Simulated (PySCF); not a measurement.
**How methods differ on the ionisation energy of C⁺**

C⁺ [He] 2s2 2p1 (2P) → C²⁺ [He] 2s2 (1S), as a difference of total energies. Computed with PySCF 2.14 in jorge-DZP-DKH, with scalar relativity by spin-free X2C-1e. Correlated levels: valence: 1s2 frozen. The calculations carry no spin-orbit coupling.

```
           method  ionisation energy (eV)
              UHF                  24.157
              PBE                  24.824
             PBE0                  24.812
    MP2 (valence)                  24.217
SCS-MP2 (valence)                  24.172
   CCSD (valence)                  24.036
CCSD(T) (valence)                  24.053
```

Task: How much does correlation contribute at CCSD(T) (valence)?

Result: 24.053 − (24.157) = -0.104 eV, measured against UHF.

Errors of the correlated levels include the incompleteness of this basis and the frozen core.

The coupled-cluster amplitudes are large for C²⁺ (T1 above 0.03 or a double amplitude above 0.15), so a single reference is strained.

For comparison: 24.378 eV (measured; NIST levels, between the centres of gravity of the two terms).
